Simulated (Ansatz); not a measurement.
Consider the atomization: `NC(F)O[SiH2]F` → C• + 2 F• + 5 H• + N• + O• + Si•.

Computed with Ansatz on PBE0-D4/def2-TZVP structures; ΔE is electronic, products minus reactants. CCSD(T)/CBS adds triple-zeta CCSD(T) − MP2 to the extrapolated MP2 energy (def2 sets, frozen cores). This one scheme is used for every species, atoms too. DFT in def2-TZVPP. B3LYP here is the variant with VWN-RPA as its local correlation; programs differ in this. Open shells (•) are unrestricted, without spin–orbit coupling. Spin–orbit coupling would lower the free atoms: a little for C, F, O, Si. One conformer a species, not always the lowest.

| level | ΔE (kJ/mol) | difference from CCSD(T)/CBS |
| --- | --- | --- |
| r2SCAN-D4 | 4186.1 | -12.1 |
| B3LYP-D4 | 4178.1 | -20.1 |
| B2PLYP | 4143.5 | -54.7 |
| r2SCAN | 4181.0 | -17.2 |
| SCS-MP2/def2-TZVPP | 4144.1 | -54.1 |
| CCSD/def2-TZVPP | 3999.3 | -198.9 |
| CCSD(T)/def2-TZVPP | 4067.5 | -130.7 |
| MP2/def2-QZVPP | 4256.9 | 58.7 |
| SCS-MP2/def2-QZVPP | 4231.2 | 33.0 |
| MP2/CBS(def2) | 4308.9 | 110.7 |
| CCSD(T)/CBS | 4198.2 | 0 |

Largest T1 diagnostic among the species: 0.012.

The D4 term adds +32.2 kJ/mol with B3LYP and +16.9 kJ/mol with PBE0; it sums over pairs of atoms, weighted by their polarisabilities, and B3LYP, whose exchange is more repulsive, gets the larger term. In def2-TZVPP, CCSD(T) changes the Hartree–Fock value by +1136.0 kJ/mol (the triples alone add +68.1 kJ/mol) and MP2 by +1246.7 kJ/mol; breaking electron pairs costs correlation energy, which Hartree–Fock lacks. From PBE to PBE0 (25 % exact exchange), in def2-TZVPP and without D4, ΔE moves by −109.1 kJ/mol: exact exchange takes away binding that semilocal exchange gives to molecules.

For atomizations the MP2-based limit and the directly extrapolated one differ by several kJ/mol either way, and by 10 to 25 for some Ge, Se and Sn compounds, so smaller differences from it don't rank the levels.
